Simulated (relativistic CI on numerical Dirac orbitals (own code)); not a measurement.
Computed by Dirac-Coulomb-Breit CI, KLI orbitals optimised for each configuration, QED by a radiative potential, unscaled Slater integrals (own radial code, finite nucleus).

The strongest absorption lines from the ground level of an ion, among the configurations computed and to levels below about 687 eV (vacuum wavelength in nm, gf): 1.9974 (0.51), 1.9978 (0.47), 2.0222 (0.69), 2.4145 (0.43), 2.4547 (3.4), 2.4559 (2.5), 2.4675 (0.87), 2.4986 (1.2).

Which ion is it?
A. K¹⁰⁺
B. Sc¹²⁺
C. Sc¹⁴⁺
D. V¹⁴⁺

B. Sc¹²⁺ has 9 electrons and the ground level 2s2 2p5 2P°_3/2; the strongest line goes to 2s2 2p4 3d 2D_5/2. The pattern of lines fixes the number of electrons, and along that sequence the line energies rise steadily with the charge (about as its square where n changes within one kind of shell, about linearly where n is kept but much faster in heavy ions where fine structure, which grows about as Z⁴, sets the gap, and irregularly where shells cross), which fixes Z. Configurations outside the model, such as inner-shell arrays, can give stronger lines. At this charge energies of transitions that change n are usually good to better than 1 %, and those within a shell (Δn = 0) to a few per cent.

LS names give the leading component of a level, which can be under half, so a name can repeat, a term be missing and a line seem to break the LS rules.
